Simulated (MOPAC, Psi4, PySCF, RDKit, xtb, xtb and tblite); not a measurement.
Two geometries of C6H8O2SSi, SMILES COC(=O)[SiH2]c1cccs1, singlet, relaxed at GFN2-xTB with one dihedral held; other torsions can differ between them too.

Structure A

```
18

C     -3.8802    -0.0756    -0.0519
O     -2.6740    -0.7861     0.2149
C     -1.5286    -0.1058     0.1071
O     -1.4811     1.0593    -0.2008
Si    -0.0853    -1.2989     0.5193
C      1.5194    -0.3573     0.3714
C      1.7368     0.9490     0.0314
C      3.0980     1.3142     0.0235
C      3.9136     0.2807     0.3586
S      3.0338    -1.1560     0.6895
H     -4.6926    -0.7817     0.0970
H     -3.9746     0.7716     0.6301
H     -3.8762     0.2975    -1.0779
H     -0.1517    -2.4107    -0.4344
H     -0.3014    -1.7911     1.8834
H      0.9302     1.6198    -0.2044
H      3.4535     2.2995    -0.2201
H      4.9831     0.2716     0.4329
```

Structure B

```
18

C     -3.8796    -0.0863    -0.0583
O     -2.6871    -0.8073     0.2385
C     -1.5287    -0.1636     0.0665
O     -1.4603     0.9748    -0.3275
Si    -0.0676    -1.3021     0.5604
C      1.2912    -1.0231    -0.6920
C      1.4095    -0.0419    -1.6366
C      2.5913    -0.1283    -2.3999
C      3.3703    -1.1780    -2.0303
S      2.6754    -2.0769    -0.7432
H     -4.7056    -0.7673     0.1281
H     -3.9539     0.7951     0.5816
H     -3.8727     0.2363    -1.1013
H     -0.5546    -2.6816     0.5435
H      0.3757    -0.9119     1.9041
H      0.6630     0.7210    -1.7673
H      2.8489     0.5582    -3.1867
H      4.3148    -1.4832    -2.4357
```

**Question.** Which is lower in energy at the level Psi4 with PBE0-D3(BJ)/def2-SVP // GFN2-xTB, and by how much?

**Answer.** A is lower, by 1.94 kJ/mol (dihedral O2–C3–Si5–C6: 180° in A, 140° in B).

E(B) − E(A) in kJ/mol at the other levels, on the same two geometries: GFN2-xTB (xtb and tblite) 0.89; MMFF94 // GFN2-xTB (RDKit) -5.07; PBE0/def2-SVP // GFN2-xTB (Psi4) 2.00; PBE/def2-SVP // GFN2-xTB (Psi4) 1.80; PBE-D3(BJ)/def2-SVP // GFN2-xTB (Psi4) 1.75; UFF // GFN2-xTB (RDKit) -10.58; PM7, restricted, heats of formation // GFN2-xTB (MOPAC) 0.38; PM3, restricted, heats of formation // GFN2-xTB (MOPAC) 0.15; GFN1-xTB // GFN2-xTB (xtb) 2.83; restricted B3LYP/6-31G*, spherical d, density fitting // GFN2-xTB (PySCF) 1.30; restricted Hartree-Fock/3-21G, density fitting // GFN2-xTB (PySCF) 5.68; restricted MP2 (frozen core)/3-21G // GFN2-xTB (PySCF) 5.67; restricted B3LYP/6-311+G**, spherical d, density fitting // GFN2-xTB (PySCF) 1.27.

MMFF94 has few fitted parameters for silicon.
